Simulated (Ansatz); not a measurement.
Wavefunction ladder for C$_{2}$H$_{5}$AlOS$_{2}$

| atom | x (Å) | y (Å) | z (Å) |
| --- | --- | --- | --- |
| C1 | 0.603 | -1.898 | -0.612 |
| Al2 | 0.058 | -0.075 | -1.014 |
| O3 | 0.459 | 1.118 | 0.414 |
| C4 | -0.730 | 1.337 | 0.791 |
| S5 | -2.008 | 0.565 | -0.020 |
| S6 | -1.058 | 2.412 | 2.114 |
| H7 | 0.379 | -2.177 | 0.421 |
| H8 | 1.678 | -2.032 | -0.770 |
| H9 | 0.093 | -2.614 | -1.265 |
| H10 | 0.291 | 0.659 | -2.398 |
| H11 | 0.235 | 2.705 | 2.341 |

Charge 0, multiplicity 1. The bonds changed during the relaxation, so this is another structure than the one it started from. All single points use the PBE0-D4/def2-TZVP geometry. It is one conformer, not always the lowest. Frozen core, restricted reference, the Gaussian-basis code of Ansatz. CBS rows extrapolate triple and quadruple zeta; past MP2 they add the triple-zeta difference.

```tsv
basis	HF (Eh)	MP2 corr.	CCSD corr.	(T)	CCSD(T) total
def2-SVP	-1190.11263	-0.78202	-0.83459	-0.02953	-1190.97675
def2-TZVPP	-1190.65781	-0.99385	-1.04172	-0.05062	-1191.75015
def2-QZVPP	-1190.69426	-1.07095	–	–	–
CBS(def2)	-1190.69927	-1.12805	-1.17592	as TZ	-1191.92581
```
